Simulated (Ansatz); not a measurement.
Geometry optimisation, RKS PBE-D4/def2-SVP (Ansatz 0.2.0).

Input file:

```yaml
crystal:
  periodic: [false, false, false]
  atoms:
    - { symbol: Si, position_ang: [-1.68, -1.0948, -0.1192] }
    - { symbol: O, position_ang: [-0.2692, -0.5804, 0.5059] }
    - { symbol: C, position_ang: [0.2786, 0.5281, -0.0746] }
    - { symbol: C, position_ang: [1.1019, 1.3862, 0.6764] }
    - { symbol: C, position_ang: [1.7043, 0.7177, -0.4144] }
    - { symbol: H, position_ang: [-2.7361, 0.0456, 0.0322] }
    - { symbol: H, position_ang: [-1.5527, -1.3684, -1.5705] }
    - { symbol: H, position_ang: [-2.1706, -2.2455, 0.5716] }
    - { symbol: H, position_ang: [1.1053, 1.3159, 1.7961] }
    - { symbol: H, position_ang: [-0.24916, 0.79438, -0.99039] }
    - { symbol: H, position_ang: [2.3742, -0.0734, -0.1273] }
basis:
  gaussian: { orbitals: def2-SVP }
hamiltonian:
  xc: pbe
  dispersion: d4
relax:
  f_tol: 0.02
  max_steps: 50
output:
  orbitals: {}
```

Launched with:

```bash
$ ansatz run input.yaml --threads 2 --pin off --max-ram 3072MiB --backend cpu --events-out ev --progress --plain --runs-dir out
```

Q: Where does it end, and by what steps?

A: It converged. After 25 steps the energy has fallen by 1.933 eV; H6 moved furthest, 0.97 Å.

```
step  energy less start (eV)  largest force component (eV/Å)  accepted
   0                  0.0000                           3.750       yes
   1                 -1.0537                           2.732       yes
   2                 -1.5366                           1.091       yes
   3                 -1.6918                           1.775       yes
   4                 -1.8792                           0.609       yes
   5                 -1.8907                           0.838       yes
   6                 -1.8937                           0.278       yes
   7                 -1.9080                           0.156       yes
   8                 -1.9190                           0.067       yes
   9                 -1.9215                           0.032       yes
  10                 -1.9236                           0.073       yes
  11                 -1.9248                           0.063       yes
  12                 -1.9258                           0.027       yes
  13                 -1.9267                           0.024       yes
  14                 -1.9273                           0.077       yes
  15                 -1.9279                           0.063       yes
  16                 -1.9290                           0.045       yes
  17                 -1.9298                           0.115       yes
  18                 -1.9307                           0.044       yes
  19                 -1.9312                           0.050       yes
  20                 -1.9319                           0.055       yes
  21                 -1.9322                           0.065       yes
  22                 -1.9325                           0.063       yes
  23                 -1.9328                           0.031       yes
  24                 -1.9330                           0.020       yes
  25                 -1.9331                           0.016       yes
```

```xyz
11
Properties=species:S:1:pos:R:3
Si -1.746 -1.195 -0.245
O -0.649 -0.340 0.704
C 0.132 0.720 0.173
C 1.363 1.108 0.908
C 1.548 0.470 -0.230
H -2.750 -0.267 -0.888
H -1.056 -1.971 -1.340
H -2.448 -2.140 0.683
H 1.778 1.558 1.818
H -0.498 1.475 -0.347
H 2.233 0.006 -0.949
```

Time of the run: 84 s on 2 threads of Arm Neoverse N1, on a shared host, peak memory 0.2 GiB.
